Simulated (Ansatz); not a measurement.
`B[SiH2]B` + `N[SiH2][InH2]` → `B[SiH2][InH2]` + `B[SiH2]N` at 298.15 K and 1 bar (redistribution).

Calculated with Ansatz (gas phase, PBE0-D4/def2-TZVP geometries, no zero-point term in ΔE). CBS: MP2 limit from def2 TZ/QZ plus the TZ coupled-cluster correction, frozen cores. def2 core potentials past Kr. For In outer-core shells are correlated without core-valence functions, which leaves a few kJ/mol of doubt a bond. Each species was taken in one conformer, which may not be the lowest.

```tsv
species	CCSD(T)/CBS energy (Eh)	H − E (kJ/mol)	S (J/(mol·K))
`B[SiH2]B`	-342.19118	166.2	306.3
`N[SiH2][InH2]`	-537.19857	163.8	349.4
`B[SiH2][InH2]`	-507.23462	148.8	344.1
`B[SiH2]N`	-372.16627	181.6	304.5
```

H − E and S are ideal-gas, rigid-rotor, harmonic terms from PBE0-D4/def2-TZVP, for one conformer and one mirror image of each species. 1 Eh = 2625.50 kJ/mol, R = 8.31446 J/(mol·K).

By hand: ΔE, ΔH, ΔS and ΔG.

ΔE = (-507.23462) + (-372.16627) − (-342.19118) − (-537.19857) = -0.01114 Eh = -29.2 kJ/mol. Δ(H − E) = 148.8 + 181.6 − 166.2 − 163.8 = 0.4, so ΔH = -28.8 kJ/mol. ΔS = 344.1 + 304.5 − 306.3 − 349.4 = -7.1 J/(mol·K). ΔG = -28.8 − 298.15 × (-7.1)/1000 = -26.7 kJ/mol.

By hand: the equilibrium constant, and the temperature at which ΔG would vanish if ΔH and ΔS stayed fixed.

log₁₀ K = −ΔG/(RT ln 10) = 4.7. ΔG = 0 at ΔH/ΔS = 4056 K, far beyond where these terms or the molecules hold.

The number of gas molecules stays the same, so ΔS is small and ΔH decides. A doubt of 5 kJ/mol in ΔE shifts log₁₀ K by 0.9 here. Other conformers and mirror images would add mixing entropy, several J/(mol·K) or more a flexible species. These are equilibria of isolated gas molecules and say nothing of rates. Largest T1 diagnostic: 0.015 (customary marks: 0.02 for closed shells, 0.045 for open ones).
